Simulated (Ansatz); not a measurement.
`[NH2][In]([Cl])[Cl]` + HCl → `[Cl][In]([Cl])[Cl]` + NH₃  (ligand exchange at the In–N bond)

Gas-phase electronic energies from Ansatz, PBE0-D4/def2-TZVP geometries. CCSD(T)/CBS is the MP2 limit (def2-TZVPP, def2-QZVPP) plus CCSD(T) − MP2 in def2-TZVPP, frozen cores. This one scheme is used for every species. Functionals use def2-TZVPP. B3LYP here is the variant with VWN-RPA as its local correlation; programs differ in this. Elements past krypton have def2 core potentials. For In outer-core shells are correlated without core-valence functions, which leaves a few kJ/mol of doubt a bond. Each species was taken in one conformer, which may not be the lowest.

```
             level  ΔE (kJ/mol)
           PBE0-D4        -97.5
          B3LYP-D4        -96.2
        r2SCANh-D4        -98.3
      CAM-B3LYP-D4        -93.7
              PBE0        -97.6
CCSD(T)/def2-TZVPP        -89.3
     HF/def2-QZVPP       -112.4
    MP2/def2-QZVPP        -90.7
```

**Question.** What does CCSD(T)/CBS give? (An estimate is asked.)

**Answer.** The calculation gave: -91.5 kJ/mol. The listed levels differ from it by -6.0, -4.7, -6.8, -2.2, -6.1, 2.2, -20.9, 0.8 kJ/mol.

**Question.** What do rigid-rotor, harmonic-oscillator terms from PBE0-D4/def2-TZVP frequencies (298.15 K, 1 bar) make of the CCSD(T)/CBS value? (An estimate is asked.)

**Answer.** Computed: ΔZPE = +9.4 kJ/mol, ΔH = -82.3 kJ/mol, ΔS = -11 J/(mol·K), ΔG = -79.1 kJ/mol.

Largest T1 diagnostic among the species: 0.013.

At CCSD(T), def2-SVP lies −6.2 kJ/mol from the extrapolated value and def2-TZVPP +2.1 kJ/mol. Leaving LDA and LC-ωPBE aside and taking each functional with its dispersion term where it has one, the values, not all of them listed here, spread over 11.4 kJ/mol, from BHLYP-D4 to BLYP-D4. LDA lies +7.7 kJ/mol from PBE without D4. From PBE to PBE0 (25 % exact exchange), in def2-TZVPP and without D4, ΔE moves by −5.2 kJ/mol.
